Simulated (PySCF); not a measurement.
Estimate the missing entries of this data sheet.

Species: tetraethylsilane, C₈H₂₀Si.
SMILES: `CC[Si](CC)(CC)CC`

Conformer (atom-mapped SMILES and torsion angles): `[CH3:1][CH2:2][Si:3]([CH2:4][CH3:5])([CH2:6][CH3:7])[CH2:8][CH3:9]`: C1–C2–Si3–C4 -179°, C2–Si3–C4–C5 178°, C2–Si3–C6–C7 59°, C2–Si3–C8–C9 -59°.

```tsv
property	level	value
rotational constants A, B, C	PBE0-D3(BJ)/def2-SVP	?
dipole moment	PBE0/pcSseg-1	?
HOMO energy	PBE0/pcSseg-1	-7.70 eV
LUMO energy	PBE0/pcSseg-1	0.92 eV
13C chemical shifts (computed TMS as zero) by class	GIAO PBE0/pcSseg-1	?
1H chemical shifts (computed TMS as zero) by class	GIAO PBE0/pcSseg-1	?
isotropic shieldings of nuclei other than C and H, by class	GIAO PBE0/pcSseg-1	343 (1 Si) ppm
core binding energies	ΔSCF SCAN, pcX-2 on the ionised atom, pcseg-1 elsewhere, spin-free X2C, 2p3/2 from a spin–orbit splitting computed afterwards within the 2p shell	?
```

The electronic properties come from PySCF, for the isolated species, density fitting. Isolated species at its PBE0-D3(BJ)/def2-SVP geometry (one conformer only). NMR classes are plain means over equivalent atoms (diastereotopic ones count apart unless rotation or inversion swaps them), as if these changed places fast; in this geometry the members of some classes differ.

What are the 13C chemical shifts (computed TMS as zero) by class?

8.6 (4 C), 2.9 (4 C) ppm.

The dipole moment?

0.00 D.

The 1H chemical shifts (computed TMS as zero) by class?

0.93 (12 H), 0.40 (8 H) ppm.

Give the core binding energies.

Si2p3/2 105.3, C1s 289.6 (×4), C1s 290.4 (×4), Si1s 1845.0 eV.

What are the rotational constants A, B, C?

1.185, 1.179, 0.762 GHz.

The rotational constants are those of a nearly oblate symmetric top. With B = h/(8π²I), that is 505.379 GHz u Å² over I, the principal moments of inertia are 426.4, 428.8 and 663.5 u Å² (most abundant isotopes).
